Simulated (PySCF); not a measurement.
M06-L on Br⁻ (bromine, charge -1), [Kr], closed-shell 1S. All numbers are calculated (PySCF 2.14, scalar relativity through the core potential, in aug-cc-pVQZ-PP with ECP10MDF (7s6p5d3f2g, 89 functions)).

```
cycle= 1 E= -416.956559224806  delta_E= -0.00451  |g|= 0.0173  |ddm|= 0.441
cycle= 2 E= -416.956700434249  delta_E= -0.000141  |g|= 0.0109  |ddm|= 0.0815
cycle= 3 E= -416.956732792724  delta_E= -3.24e-05  |g|= 0.00178  |ddm|= 0.032
cycle= 4 E= -416.956734538808  delta_E= -1.75e-06  |g|= 0.00238  |ddm|= 0.0148
cycle= 5 E= -416.956737178885  delta_E= -2.64e-06  |g|= 0.000117  |ddm|= 0.00644
cycle= 6 E= -416.956737201872  delta_E= -2.3e-08  |g|= 5.84e-05  |ddm|= 0.00132
cycle= 7 E= -416.956737205867  delta_E= -3.99e-09  |g|= 4.61e-07  |ddm|= 0.000585
cycle= 8 E= -416.956737205868  delta_E= -6.25e-13  |g|= 2.42e-08  |ddm|= 2.01e-06
converged SCF energy = -416.956737205868  <S^2> = -2.1316282e-14  2S+1 = 1
```

Highest occupied orbital energy: 0.078 eV; ⟨L²⟩ = 0.00; populations by l: s 4.00, p 12.00, d 10.00, f 0.00.

(1) Can this result be used?

## Answers

(1) With care. The run converged. Energies and moments cover only the electrons outside the core potential. At M06-L the highest occupied level has a positive energy, so only the finite basis holds that electron; in a semilocal or global hybrid functional this comes from self-interaction and does not mean that the real anion is unbound.
